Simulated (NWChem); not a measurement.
# C2H10N2Zr; SMILES [Zr]([CH3])([NH2])([NH2])[CH3]

```xyz
15

Zr    -0.0002     0.0516     0.0013
N     -0.0039     0.0859    -2.0390
H     -0.0081     0.8658    -2.7053
H     -0.0023    -0.7895    -2.5804
N     -0.0050     1.9503     0.7494
H      0.8241     2.5073     0.9937
H     -0.8371     2.5010     0.9972
C     -1.8016    -1.1222     0.6410
H     -1.7309    -1.3539     1.7299
H     -1.8898    -2.0942     0.1051
H     -2.7596    -0.5780     0.4816
C      1.8112    -1.1102     0.6351
H      2.7650    -0.5590     0.4738
H      1.9052    -2.0813     0.0986
H      1.7446    -1.3428     1.7240
```
Atoms are numbered in this order, from 1.

Computed with NWChem. Structure relaxed at the PBE-D3(BJ)/def2-SVP level. No frequency run checked for a minimum. def2 effective core potentials on Zr; no spin-orbit coupling. Hybrids' shares of exact exchange are those that their runs print; pure functionals count as 0. The functionals differ in more than this share.

```
row                 share of exact exchange  orbital gap (eV)
------------------  -----------------------  ----------------
PBE/def2-SVP                           0.00              4.33
TPSS/def2-SVP                          0.00              4.54
B3LYP/def2-SVP                         0.20          withheld
PW6B95/def2-SVP                        0.28              6.69
BHandHLYP/def2-SVP                     0.50              8.66
```

### Question
Fit a straight line of the last column on the one before it, predict the withheld value, and compare with the run.

### Answer

1. Means of the 4 shown rows: x = 0.195, y = 6.055. Slope Σ(x − x̄)(y − ȳ)/Σ(x − x̄)² = 1.480/0.1763 = 8.396; intercept 4.418.
2. The shown rows scatter about the line by 0.088 (root mean square); the largest residual is +0.12, at TPSS/def2-SVP.
3. At x = 0.20 (B3LYP/def2-SVP; inside the shown range) the line gives 6.10.
4. The run gives 6.09, -0.01 from the line, 0.1 times the scatter.
